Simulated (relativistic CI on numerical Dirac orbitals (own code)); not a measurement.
Radial parameters of Mn18+

These numbers are calculated, not measured: Dirac-Coulomb-Breit CI, KLI orbitals optimised for each configuration, QED by a radiative potential, unscaled Slater integrals (own radial code, finite nucleus).

Slater integrals F^k, G^k are unscaled and averaged over j, outside the closed core 1s2; ζ comes from projecting the Hamiltonian with its Breit term on Σ l·s of the shell.

- 2s²2p³: F^2(2p,2p) = 417750, ζ(2p) = 62080 cm⁻¹; <r>(2p) = 0.2279, <r^2>(2p) = 0.063 (bohr units).
- 2s2p⁴: F^2(2p,2p) = 416300, G^1(2s,2p) = 454720, ζ(2p) = 61450 cm⁻¹; <r>(2s) = 0.2633, <r^2>(2s) = 0.08126, <r>(2p) = 0.2287, <r^2>(2p) = 0.06342 (bohr units).
- 2p⁵: ζ(2p) = 60847 cm⁻¹; <r>(2p) = 0.2297, <r^2>(2p) = 0.06401 (bohr units).

Averages of the first 10 configurations, taken without configuration mixing, which lowers the lowest level and can move excited configurations by several eV; other configurations of the list can lie among them:

| Configuration | Parity | States | Average energy above the lowest level (eV) |
| --- | --- | --- | --- |
| 2s²2p³ | odd | 20 | 21.6 |
| 2s2p⁴ | even | 30 | 118.3 |
| 2p⁵ | odd | 6 | 232.9 |
| 2p⁴3s | even | 30 | 1017.1 |
| 2p⁴3p | odd | 90 | 1043.2 |
| 2p⁴3d | even | 150 | 1073.1 |
| 2s²2p²3s | even | 30 | 829.0 |
| 2s²2p²3p | odd | 90 | 857.7 |
| 2s²2p²3d | even | 150 | 888.1 |
| 2s2p³3s | odd | 80 | 913.9 |
